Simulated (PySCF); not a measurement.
# State search for SrMg

Unrestricted PBE0; PySCF, scalar-relativistic core potentials, basis sets Sr def2-SVPD with ECP28, Mg def2-SVPD. Outer shells of the fragments: Sr 5s2; Mg 3s2.

Followed along the bond (rough minima from three points):

```json
{"2Ms+1": "1", "unpaired": "none", "⟨S²⟩ at the start": "0.00", "R at minimum (Å)": "4.12", "Te (eV)": "0.00"}
{"2Ms+1": "3", "unpaired": "σ ↑, π ↑", "⟨S²⟩ at the start": "2.01", "R at minimum (Å)": "3.27", "Te (eV)": "0.93"}
{"2Ms+1": "1", "unpaired": "σ ↑, π ↓", "⟨S²⟩ at the start": "1.04", "R at minimum (Å)": "3.26", "Te (eV)": "1.00"}
{"2Ms+1": "3", "unpaired": "σ ↑↑", "⟨S²⟩ at the start": "2.01", "R at minimum (Å)": "3.61", "Te (eV)": "1.15"}
{"2Ms+1": "3", "unpaired": "σ ↑, δ ↑", "⟨S²⟩ at the start": "2.02", "R at minimum (Å)": "3.79", "Te (eV)": "1.73"}
```

Solutions found at the starting distance of 3.065 Å, counted from the lowest of them; the search is not exhaustive and high or unbound solutions are not listed, so other states can lie among these:

| 2Ms+1 | unpaired | term | E (eV) | ⟨S²⟩ | ⟨Lz²⟩ | μ (D) |
| --- | --- | --- | --- | --- | --- | --- |
| 1 | none | ¹Σ⁺ | 0.00 | 0.00 | 0.00 | 0.36 |
| 3 | σ ↑, π ↑ | ³Π | 0.42 | 2.01 | 1.01 | -2.73 |
| 1 | σ ↑, π ↓ | mixed | 0.48 | 1.04 | 1.03 | -2.28 |
| 3 | σ ↑↑ | ³Σ⁺ | 0.89 | 2.01 | 0.00 | -4.76 |
| 3 | σ ↑, δ ↑ | ³Δ | 1.49 | 2.02 | 4.00 | -0.16 |
| 1 | π ↑↓ | mixed | 1.71 | 1.02 | 2.04 | -7.80 |

A term symbol is given only where ⟨S²⟩ and ⟨Lz²⟩ are close to those of a pure state; real π, δ and φ orbitals otherwise mix terms. A positive dipole means Sr(−)Mg(+).

**Question.** Compare the gap between the two lowest followed solutions at the starting distance with the gap between their minima.

**Answer.** At PBE0 the second solution (triplet, unpaired electrons σ ↑, π ↑) lies +0.42 eV from the first (singlet, closed shell) at 3.065 Å and +0.93 eV at the minima; the two curves relax by different amounts, since their minima lie near 3.27 and 4.12 Å.
